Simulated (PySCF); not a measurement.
**Mo⁺ (molybdenum, charge +1): UHF calculation**

Configuration: [Kr] 4d4 5p1, one real determinant (an excited configuration). All numbers are calculated (PySCF 2.14, a scalar-relativistic core potential, in def2-QZVPPD with the def2 core potential (28 electrons) (7s5p4d3f2g, 81 functions)).

* Total energy: -67.132424 hartree
* One-electron energy: -110.8115 hartree
* Hartree (Coulomb) energy: 50.7546 hartree
* Exchange energy: -7.0755 hartree
* ⟨S²⟩: 8.7529
* ⟨L²⟩: 8.028
* Sum of ⟨r⟩: 20.85 bohr
* Sum of ⟨r²⟩: 46.40 bohr²
* Traceless quadrupole moment −½Σ⟨3z² − r²⟩ along its main axis: -6.46 e·bohr²

| shell | electrons | mean orbital energy (eV) | spread (eV) | rms radius, mean of both spins (bohr) |
| --- | --- | --- | --- | --- |
| 4s α | 1 | -94.779 | 0 | 1.19 |
| 4s β | 1 | -88.979 | 0 | 1.19 |
| 4p α | 3 | -64.215 | 1.047 | 1.32 |
| 4p β | 3 | -56.542 | 1.188 | 1.32 |
| 4d α | 4 | -20.640 | 0.798 | 1.89 |
| 5p α | 1 | -9.608 | 0 | 4.33 |

⟨L²⟩ = 8.03 against 12 for a pure F term, so this real determinant mixes terms. Energies and moments cover only the electrons outside the core potential.
